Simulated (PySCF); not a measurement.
Level of theory: PBE-D3(BJ)/def2-TZVP // B3LYP-D3(BJ)/def2-SVP (PySCF). All species are isolated molecules in the gas phase. One relaxed conformer stands for a flexible species; it need not be the lowest. Excitations are Tamm–Dancoff values on a coarser integration grid. The basis has no diffuse functions, so Rydberg states are missing or too high.

Reference species (SMILES): `Bc1c(F)ccc2cccnc12` (neutral, multiplicity 1).

```yaml
HOMO: -5.91 eV
HOMO–LUMO gap: 2.68 eV
brightest of the four lowest singlets (TDA): 3.97 eV
```

After one change: the HOMO decreases by 0.09 eV; the HOMO–LUMO gap rises by 0.16 eV; the brightest of the four lowest singlets (TDA) is nearly the same.

Question: What was changed between the two runs? The new species is one of these.
A) `Bc1cc(F)nc2ccccc12`
B) `Bc1ccc(F)c2cccnc12`
C) `Bc1cc(F)c2ccccc2n1`
D) `Bc1c(F)cnc2ccccc12`

Answer: B, `Bc1ccc(F)c2cccnc12`
